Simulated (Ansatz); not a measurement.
Calculated with Ansatz (gas phase, PBE0-D4/def2-TZVP geometries, no zero-point term in ΔE). CCSD(T)/CBS adds triple-zeta CCSD(T) − MP2 to the extrapolated MP2 energy (def2 sets, frozen cores). DFT in def2-TZVPP. B3LYP here is the variant with VWN-RPA as its local correlation; programs differ in this. For Ge outer-core shells are correlated without core-valence functions, which leaves a few kJ/mol of doubt a bond. Scalar relativity is left out up to krypton. Each species was taken in one conformer, which may not be the lowest.

Reaction (cleavage of the Ge–Si bond): `F[Si](F)(S)[GeH3]` + `[OH][GeH2][F]` → `[F][GeH2][O][GeH3]` + `F[SiH](F)S`

`F[Si](F)(S)[GeH3]`:

Z-matrix (Å, degrees):
```
Si
F 1 1.591
S 1 2.117 2 110.6
F 1 1.589 2 106.9 3 113.4
Ge 1 2.373 2 108.5 3 -126.8
H 3 1.345 1 92.3 2 -65.8
H 5 1.537 1 108.4 2 68.9
H 5 1.535 1 110.8 2 -51.1
H 5 1.534 1 109.3 2 -172.3
```

`[OH][GeH2][F]`:

```xyz
6

O    -1.338   -0.020   -0.327
Ge    0.412    0.026   -0.138
F     0.772    1.107    1.175
H    -1.793   -0.427    0.414
H     0.982   -1.331    0.294
H     0.965    0.645   -1.418
```

`[F][GeH2][O][GeH3]`:

```xyz
9

F     1.361   -1.396   -1.153
Ge    1.560    0.101   -0.286
O    -0.023    0.836   -0.187
Ge   -1.558    0.076    0.313
H     2.456    1.008   -1.130
H     2.084   -0.298    1.101
H    -2.209   -0.566   -0.921
H    -2.412    1.220    0.872
H    -1.258   -0.981    1.392
```

`F[SiH](F)S`:

Cartesian coordinates in Å:
```
F -1.570 -0.648 0.096
Si -0.321 0.319 0.228
F 0.258 0.059 1.680
S 1.119 -0.084 -1.253
H -0.761 1.716 0.112
H 1.275 -1.362 -0.863
```

```tsv
level	ΔE (kJ/mol)
r2SCAN-D4	-16.7
B3LYP-D4	-19.8
B2PLYP	-28.5
r2SCAN	-17.1
CCSD/def2-TZVPP	-31.0
HF/def2-QZVPP	-53.4
HF/CBS(def2)	-53.6
CCSD/CBS(def2)	-25.7
```

Q: What does CCSD(T)/CBS give? (Estimate.)

A: The calculation gave: -23.6 kJ/mol. The listed levels differ from it by 6.9, 3.8, -4.9, 6.5, -7.4, -29.8, -30.0, -2.1 kJ/mol.

Largest T1 diagnostic among the species: 0.012.

In def2-TZVPP, CCSD(T) changes the Hartree–Fock value by +22.7 kJ/mol (the triples alone add +2.1 kJ/mol) and MP2 by +18.8 kJ/mol. From PBE to PBE0 (25 % exact exchange), in def2-TZVPP and without D4, ΔE moves by −6.7 kJ/mol.

CCSD(T)/CBS has its own doubt, a few kJ/mol and more with outer-core shells, so smaller differences from it don't rank the levels.
